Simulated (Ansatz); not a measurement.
Program: Ansatz. Geometries: PBE0-D4/def2-TZVP. ΔE: electronic, gas phase. CBS: MP2 limit from def2 TZ/QZ plus the TZ coupled-cluster correction, frozen cores. This one scheme is used for every species. DFT in def2-TZVPP. B3LYP here is the variant with VWN-RPA as its local correlation; programs differ in this. One conformer a species, not always the lowest.

Consider the substitution at a C–C bond: `C#CC[SiH](F)Cl` + CH₃SH → `C#CSC` + `C[SiH](F)Cl`.

```tsv
level	ΔE (kcal/mol)
B3LYP-D4	-1.0
ωB97M-V	-0.1
PBE0	-1.3
MP2/CBS(def2)	-1.0
```

Question: What does CCSD(T)/CBS give? (Estimate.)

Answer: The calculation gave: -0.1 kcal/mol. The listed levels differ from it by -0.9, 0.0, -1.2, -0.9 kcal/mol.

Largest T1 diagnostic among the species: 0.012.

In def2-TZVPP, CCSD(T) changes the Hartree–Fock value by −1.4 kcal/mol (the triples alone add −0.7 kcal/mol) and MP2 by −2.2 kcal/mol. From PBE to PBE0 (25 % exact exchange), in def2-TZVPP and without D4, ΔE moves by +1.2 kcal/mol.
